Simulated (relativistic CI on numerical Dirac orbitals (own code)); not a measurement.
Ru7+: L-alpha,beta X-ray emission

Computed with this model: Dirac-Coulomb-Breit CI, orbitals from a KLI potential per configuration, model QED, valence Slater integrals scaled by 0.8, multiplet model of X-ray emission after core ionisation; configurations [Kr] 4d → [He] 2s2 2p5 3s2 3p6 3d10 4s2 4p6 4d → [Ar] 3d9 4s2 4p6 4d; 300 K; Lorentzian 1.4 eV and Gaussian 0.6 eV FWHM. Energies are those of the free ion, without screening or charge transfer. S is read from ⟨S²⟩ = S(S + 1).

free ion: ground-state S = 0.50, centroid 2604.88 eV. Peaks (eV, height): 2558.6 (14), 2562.6 (100), 2687.6 (51).

Strongest unbroadened transitions for free ion:

```
Energy (eV)  Relative strength
    2558.58               12.8
    2561.80                4.7
    2562.02               12.3
    2562.25               55.4
    2562.27               28.2
    2562.71              100.0
    2562.73               19.9
    2563.34               11.2
    2563.63               13.9
    2675.69                5.2
    2686.48               15.6
    2686.53                8.9
    2687.41               15.4
    2687.46                9.1
    2687.66               65.8
    2688.13               10.1
    2688.83               14.4
    2690.29                4.6
```
